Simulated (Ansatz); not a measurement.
Molecule: C4H8Cl2 (charge 0, singlet). 
Coordinates optimised at B3LYP-D3(BJ)/def2-TZVP (Ansatz, a program for electronic structure):
```xyz
14

C     -2.3265     0.7480     0.5144
C     -0.9958     0.2045     0.0361
C      0.1046     0.3336     1.0767
C      1.4816    -0.1025     0.6208
Cl     2.1038     0.9384    -0.7235
Cl    -1.1968    -1.5530    -0.4249
H     -2.2255     1.8138     0.7343
H     -3.0951     0.6250    -0.2470
H     -2.6534     0.2373     1.4212
H     -0.6912     0.6879    -0.8893
H     -0.1643    -0.2606     1.9556
H      0.1448     1.3798     1.3929
H      1.4753    -1.1200     0.2408
H      2.2061    -0.0175     1.4261
```
Charge 0, spin multiplicity 1.

Quantity: atomisation energy (electronic, to ground-state atoms), in kcal/mol. Correlated levels leave the core frozen unless marked. Open shells are spin-unrestricted. Spin-orbit coupling is left out. Non-relativistic. The coupled-cluster limit lacks core correlation, which all-electron functionals hold. CBS marks a two-point X^-3 extrapolation of the correlation energy; Hartree-Fock from the larger set.

| level | program | atomisation energy (kcal/mol) |
|---|---|---|
| HF/cc-pV(Q+d)Z | Ansatz | 942.8 |

Task: What does CCSD(T)/CBS(cc-pV(T+d)Z,cc-pV(Q+d)Z) (Ansatz) give?

Result: 1262.5 kcal/mol, so HF/cc-pV(Q+d)Z differs from it by -319.7 kcal/mol.
